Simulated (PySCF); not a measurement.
## Relaxation of singlet HfS₂

Computed with PBE0 in PySCF with Hf def2-TZVP with ECP60, S def2-TZVP; scalar-relativistic core potentials, no spin–orbit coupling; density-fitted integrals. A (50,194) grid was used.

A start displaced from a saddle point along its imaginary mode, of C2v symmetry, held to at least that symmetry:

```xyz
3
charge 0 multiplicity 1, angstrom
Hf    0.0865    0.0202    0.0000
S    -0.2435   -0.0568    2.2800
S    -0.2435   -0.0568   -2.2800
```

Optimiser trace:
```json
{"step": "0", "E − E(last) (kJ/mol)": "111.28", "largest gradient (Eh/bohr)": "0.01626"}
{"step": "1", "E − E(last) (kJ/mol)": "90.15", "largest gradient (Eh/bohr)": "0.02137"}
{"step": "2", "E − E(last) (kJ/mol)": "65.19", "largest gradient (Eh/bohr)": "0.01921"}
{"step": "3", "E − E(last) (kJ/mol)": "33.85", "largest gradient (Eh/bohr)": "0.03951"}
{"step": "4", "E − E(last) (kJ/mol)": "16.40", "largest gradient (Eh/bohr)": "0.02616"}
{"step": "5", "E − E(last) (kJ/mol)": "0.40", "largest gradient (Eh/bohr)": "0.00211"}
{"step": "6", "E − E(last) (kJ/mol)": "0.20", "largest gradient (Eh/bohr)": "0.00561"}
{"step": "7", "E − E(last) (kJ/mol)": "0.02", "largest gradient (Eh/bohr)": "0.00145"}
{"step": "8", "E − E(last) (kJ/mol)": "0.00", "largest gradient (Eh/bohr)": "0.00010"}
{"step": "9", "E − E(last) (kJ/mol)": "0.00", "largest gradient (Eh/bohr)": "0.00001"}
```

It ends at C2v with Hf–S 2.214 Å (×2); S–Hf–S 110.9° (after a last refinement on a finer grid). The frequency run here used a shortcut that can spoil soft modes, so no verdict on minimum or saddle point is given. Other isomers or separated fragments may lie lower.

Spin–orbit coupling, left out here, can matter for elements this heavy.

The relaxation took about 100 core-seconds on a shared host.
